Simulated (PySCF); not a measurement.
SnO: input and log

State: ¹Σ⁺ (singlet), closed shell.

An equivalent input (the run itself took its basis sets from the Basis Set Exchange, started from a PBE0 density and held the occupation σ 7α 7β, πx 3α 3β, πy 3α 3β, δx 1α 1β, δy 1α 1β):

```python
from pyscf import gto, scf, cc
mol = gto.M(atom='Sn 0 0 0; O 0 0 1.851', basis={'Sn': 'def2-SVPD', 'O': 'def2-SVPD'}, ecp={'Sn': 'def2-SVPD'},
            charge=0, spin=0, verbose=4, symmetry='C2v')
mf = scf.RHF(mol)
mf.irrep_nelec = {'A1': 16, 'A2': 2, 'B1': 6, 'B2': 6}
mf.conv_tol = 1e-9
mf.max_cycle = 60
mf.diis_space = 10
mf.kernel()
mycc = cc.CCSD(mf, frozen=[0, 1, 2, 3, 4, 54])
mycc.run(conv_tol=1e-7, conv_tol_normt=1e-5, max_cycle=80, diis_space=8)
et = mycc.ccsd_t()
```

The SCF ended at -288.11688996 hartree. The coupled-cluster part of the log:

```
******** <class 'pyscf.cc.ccsd.CCSD'> ********
CC2 = 0
CCSD nocc = 10, nmo = 49
frozen orbitals [0, 1, 2, 3, 4, 54]
max_cycle = 80
direct = 0
conv_tol = 1e-07
conv_tol_normt = 1e-05
diis_space = 8
diis_start_cycle = 0
diis_start_energy_diff = 1e+09
Init t2, MP2 energy = -288.442774404239  E_corr(MP2) -0.32588444160117
Init E_corr(CCSD) = -0.32588444160206
cycle = 1  E_corr(CCSD) = -0.286596859359877  dE = 0.0392875822  norm(t1,t2) = 0.157977
cycle = 2  E_corr(CCSD) = -0.325470562356308  dE = -0.038873703  norm(t1,t2) = 0.114004
cycle = 3  E_corr(CCSD) = -0.314776766320551  dE = 0.010693796  norm(t1,t2) = 0.116202
cycle = 4  E_corr(CCSD) = -0.315013390558028  dE = -0.000236624237  norm(t1,t2) = 0.0186714
cycle = 5  E_corr(CCSD) = -0.316357047202141  dE = -0.00134365664  norm(t1,t2) = 0.00621713
cycle = 6  E_corr(CCSD) = -0.316648304494936  dE = -0.000291257293  norm(t1,t2) = 0.00246191
cycle = 7  E_corr(CCSD) = -0.316376569544852  dE = 0.00027173495  norm(t1,t2) = 0.00140762
cycle = 8  E_corr(CCSD) = -0.316330063123558  dE = 4.65064213e-05  norm(t1,t2) = 0.000572996
cycle = 9  E_corr(CCSD) = -0.316342593324326  dE = -1.25302008e-05  norm(t1,t2) = 0.00015098
cycle = 10  E_corr(CCSD) = -0.316342808859599  dE = -2.15535273e-07  norm(t1,t2) = 7.68293e-05
cycle = 11  E_corr(CCSD) = -0.316343084928418  dE = -2.76068819e-07  norm(t1,t2) = 1.70031e-05
cycle = 12  E_corr(CCSD) = -0.316342985971722  dE = 9.89566955e-08  norm(t1,t2) = 7.77946e-06
CCSD converged
E(CCSD) = -288.4332329486094  E_corr = -0.3163429859717221
CCSD(T) correction = -0.0195585258552721
```

T1 diagnostic 0.033, D1 0.101, 20 electrons correlated, 1 of the virtual orbitals (those above 20 hartree) left out.

Repeating this along the bond gives Re = 1.881 Å and ωe = 767 cm⁻¹.

A point of this curve took 4.8 CPU seconds beside 0.21 for the integrals, on Arm Neoverse N1 (shared host).

Correlated steps freeze 5 core orbitals. Spin–orbit coupling is left out. The CCSD T1 diagnostic is raised, a sign that a single reference may not be enough here.
